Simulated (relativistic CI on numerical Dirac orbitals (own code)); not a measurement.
d4 in a ligand field

Computed with a parametric ligand-field model of a d^n configuration (Racah B and C, spin-orbit zeta, crystal field), exact diagonalisation.

Field parameters in Wybourne normalisation: D4h B²₀ = −7Ds, B⁴₀ = 21(Dq − Dt), B⁴₄ = 21√(5/14) Dq; Oh B⁴₀ = 21Dq, B⁴₄ = √(5/14) B⁴₀; Td as Oh with Dq negative (B⁴₀ = 21Dq, B⁴₄ = √(5/14) B⁴₀). The field is a parameter set, without covalency.

(1) Ground term and bands for B = 860, C = 3960, ζ = 0 cm⁻¹, D4h, 10Dq = 36900, Ds = 3000, Dt = -430 cm⁻¹?

(2) Ground term and bands for B = 460, C = 1610, ζ = 0 cm⁻¹, Oh, 10Dq = 6000 cm⁻¹?

(3) Ground term and bands for B = 520, C = 2060, ζ = 0 cm⁻¹, Oh, 10Dq = 7000 cm⁻¹?

(4) Ground term and bands for B = 870, C = 3240, ζ = 0 cm⁻¹, Oh, 10Dq = 16100 cm⁻¹?

(5) Ground term and bands for B = 680, C = 2540, ζ = 0 cm⁻¹, Td, 10Dq = -3100 cm⁻¹?

Answers

(1) Ground term 3E with 0.02 electrons in the two orbitals of the cubic e set. Spin-allowed: 3A2 10863 cm⁻¹ (921 nm), 3E 34648 cm⁻¹ (289 nm), 3B1 35130 cm⁻¹ (285 nm), 3A2 36545 cm⁻¹ (274 nm). Lowest spin-forbidden: 1A1 5065 cm⁻¹ (1974 nm), 1E 11505 cm⁻¹ (869 nm), 5B1 14206 cm⁻¹ (704 nm).

(2) Ground term 5E with 1.00 electrons in the two orbitals of the cubic e set. Spin-allowed: 5T2 6000 cm⁻¹ (1667 nm). Lowest spin-forbidden: 3T1 3833 cm⁻¹ (2609 nm), 1T2 8311 cm⁻¹ (1203 nm), 3E 8685 cm⁻¹ (1151 nm).

(3) Ground term 5E with 1.00 electrons in the two orbitals of the cubic e set. Spin-allowed: 5T2 7000 cm⁻¹ (1429 nm). Lowest spin-forbidden: 3T1 5233 cm⁻¹ (1911 nm), 3E 10782 cm⁻¹ (927 nm), 1T2 10828 cm⁻¹ (924 nm).

(4) Ground term 5E with 1.00 electrons in the two orbitals of the cubic e set. Spin-allowed: 5T2 16100 cm⁻¹ (621 nm). Lowest spin-forbidden: 3T1 3720 cm⁻¹ (2689 nm), 1T2 12890 cm⁻¹ (776 nm), 1E 14151 cm⁻¹ (707 nm).

(5) Ground term 5T2 with 2.00 electrons in the two orbitals of the cubic e set. Spin-allowed: 5E 3100 cm⁻¹ (3226 nm). Lowest spin-forbidden: 3T1 11011 cm⁻¹ (908 nm), 3T2 12412 cm⁻¹ (806 nm), 3T1 13525 cm⁻¹ (739 nm).
